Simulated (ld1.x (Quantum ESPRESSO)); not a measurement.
Configuration tests for W (TM semilocal)

| Item | Value |
| --- | --- |
| Element | W |
| Generator | ld1.x (Quantum ESPRESSO) 7.5 |
| Type | norm-conserving Troullier–Martins (semilocal form) |
| Functional | PBE |
| Relativity | scalar-relativistic |
| Frozen core | [Xe] |
| Valence charge | 20 |
| Reference configuration | 4f14 5d5 6s1 6p0 |
| Partial waves | 6s (bound): rc 2.00 bohr; 5d (bound): rc 2.70 bohr; 4f (bound): rc 0.80 bohr; 6p (bound, empty): rc 4.20 bohr |
| Local potential | the p channel |
| Core correction | Bessel-smoothed model core inside 0.80 bohr |

Energies are relative to the spin-unpolarised reference configuration 4f14 5d5 6s1 6p0; without spin polarisation the order of configurations can differ from experiment.

(1) Give the all-electron excitation energy and the error of the potential for: 4f14 5d4 6s2 6p0; 4f14 5d4 6s1 6p0; 4f14 5d4 6s0 6p0; 4f14 5d4 6s0 6p2; 4f14 5d3 6s2 6p1; 4f14 5d3 6s2 6p0; 4f14 5d3 6s0 6p0.

A Bessel basis up to 400 Ry misses an occupied level by 0.06 Ry, so cutoffs and ghosts were not judged.

Answers

(1)

```
valence configuration  charge  ΔE all-electron (eV)  error AE − PS (meV)
     4f14 5d4 6s2 6p0       0                -1.539                  -11
     4f14 5d4 6s1 6p0      +1                 7.344                 -8.7
     4f14 5d4 6s0 6p0      +2                23.024                  -54
     4f14 5d4 6s0 6p2       0                 7.721                  -39
     4f14 5d3 6s2 6p1       0                 2.479                  -65
     4f14 5d3 6s2 6p0      +1                 7.291                  -17
     4f14 5d3 6s0 6p0      +3                48.406                 -267
```
